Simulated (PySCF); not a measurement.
CH7B3N4.
Numbering: `[CH2:1]=[N:2][B:3]1[NH:4][BH:5][NH:6][BH:7][NH:8]1`

The computed photoelectron lines, unassigned: B 1s: 195.58 (area 2), 196.06 (area 1) eV; C 1s: 292.05 eV; N 1s: 404.40 (area 1), 404.41 (area 2), 404.47 (area 1) eV.

Level of theory: PySCF 2.14.0, delta-SCF UKS SCAN, pcX-2 on the ionised atom, pcseg-1 elsewhere, spin-free X2C. The structure is a single PBE0-D3(BJ)/def2-SVP conformer in the gas phase; no vibrational or solvent corrections.

Problem. Order the boron atoms by B 1s binding energy.

Solution. 195.58 eV: B5/B7 (three-coordinate boron); 196.06 eV: B3 (three-coordinate boron). The listed B 1s values span 0.48 eV, from B5/B7 (bonded to 2 N and H) to B3 (bonded to 3 N). Summing the Pauling electronegativity differences to the bonded atoms, each weighted by its formal bond order, gives +2.16 for the lowest site and +3.00 for the highest.

Bonded neighbours of each site: C1: N (double bond) and 2 H; N2: C (double bond) and B; B3: 3 N; N4/N8: H and 2 B; B5/B7: 2 N and H; N6: H and 2 B.

Problem. Give the binding energy of B 1s of B5/B7 in hartree and in kJ/mol.

Solution. 195.58 eV = 7.1874 Eh = 18871 kJ/mol.

Atoms equivalent by their bonding share one computed value, that of the first of them.
